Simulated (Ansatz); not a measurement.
`[BH2][SnH2][CH2]F` + `B1CO1` → `BB1CO1` + `F[CH2][SnH3]`  (formal exchange of groups at a B–Sn bond)

Computed with Ansatz on PBE0-D4/def2-TZVP structures; ΔE is electronic, products minus reactants. CCSD(T)/CBS adds triple-zeta CCSD(T) − MP2 to the extrapolated MP2 energy (def2 sets, frozen cores). Elements past krypton have def2 core potentials. For Sn outer-core shells are correlated without core-valence functions, which leaves a few kJ/mol of doubt a bond. Each species was taken in one conformer, which may not be the lowest.

| level | ΔE (kcal/mol) |
| --- | --- |
| HF/def2-TZVPP | -2.6 |
| HF/def2-QZVPP | -2.5 |

**Question.** What does CCSD(T)/CBS give? (Estimate.)

**Answer.** The calculation gave: -1.2 kcal/mol. The listed levels differ from it by -1.4, -1.3 kcal/mol.

Largest T1 diagnostic among the species: 0.016.

From PBE to PBE0 (25 % exact exchange), in def2-TZVPP and without D4, ΔE moves by +0.9 kcal/mol.
